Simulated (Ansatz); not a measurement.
Gas-phase electronic energies from Ansatz, PBE0-D4/def2-TZVP geometries. CCSD(T)/CBS is the MP2 limit (def2-TZVPP, def2-QZVPP) plus CCSD(T) − MP2 in def2-TZVPP, frozen cores. DFT in def2-TZVPP. B3LYP here is the variant with VWN-RPA as its local correlation; programs differ in this. Each species was taken in one conformer, which may not be the lowest.

Reaction (ligand exchange at the Si–C bond): `BC([SiH3])C#C` + `O=C[SiH](O)Cl` → `O=C[SiH](Cl)O[SiH3]` + `BCC#C`

`BC([SiH3])C#C`:

Cartesian coordinates in Å:
```
B 0.122 1.036 1.337
C -0.567 0.184 0.256
Si 0.531 -1.399 0.235
C -0.594 0.670 -1.101
C -0.584 1.053 -2.241
H 0.917 1.874 1.037
H -0.088 0.789 2.488
H -1.538 -0.215 0.574
H 1.930 -1.039 -0.097
H -0.027 -2.297 -0.804
H 0.481 -2.064 1.562
H -0.583 1.407 -3.244
```

`O=C[SiH](O)Cl`:

```xyz
8

O    -1.815   -0.438   -0.538
C    -0.668   -0.769   -0.730
Si    0.688    0.115    0.304
O    -0.125    1.040    1.363
Cl    1.789    1.196   -1.045
H    -0.436   -1.529   -1.508
H     1.621   -0.779    1.018
H    -1.054    1.163    1.136
```

`O=C[SiH](Cl)O[SiH3]`:

Z-matrix (Å, degrees):
```
Si
C 1 1.919
O 1 1.608 2 107.3
Cl 1 2.049 2 105.7 3 -119.8
H 1 1.478 2 113.3 3 122.3
O 2 1.207 1 118.8 3 2.7
H 2 1.114 1 121.4 3 -178.8
Si 3 1.654 1 142.8 2 -26.4
H 8 1.481 3 109.6 1 85.8
H 8 1.482 3 110.4 1 -36.6
H 8 1.483 3 106.4 1 -155.6
```

`BCC#C`:

Cartesian coordinates in Å:
```
B -0.370 1.468 -0.110
C 0.137 0.086 -0.634
C 0.197 -1.016 0.305
C 0.240 -1.917 1.097
H -0.421 2.373 -0.891
H -0.698 1.640 1.024
H 1.125 0.261 -1.088
H -0.489 -0.178 -1.500
H 0.279 -2.717 1.797
```

(1) Is it downhill or uphill in electronic energy at CCSD(T)/CBS, and by how much? (An estimate is asked.)

(2) What do these levels give: r2SCAN, PBE0, B3LYP, CCSD/def2-TZVPP, CCSD(T)/def2-TZVPP, MP2/def2-QZVPP? (Estimate.)

Largest T1 diagnostic among the species: 0.014.

Results:

(1) Ansatz gave: Downhill: ΔE = -21.0 kcal/mol.

(2) Computed: r2SCAN -19.5, PBE0 -18.4, B3LYP -22.1, CCSD/def2-TZVPP -22.2, CCSD(T)/def2-TZVPP -20.8, MP2/def2-QZVPP -20.4 kcal/mol.

In def2-TZVPP, CCSD(T) changes the Hartree–Fock value by +8.0 kcal/mol (the triples alone add +1.4 kcal/mol) and MP2 by +8.6 kcal/mol. From PBE to PBE0 (25 % exact exchange), in def2-TZVPP and without D4, ΔE moves by −1.9 kcal/mol.
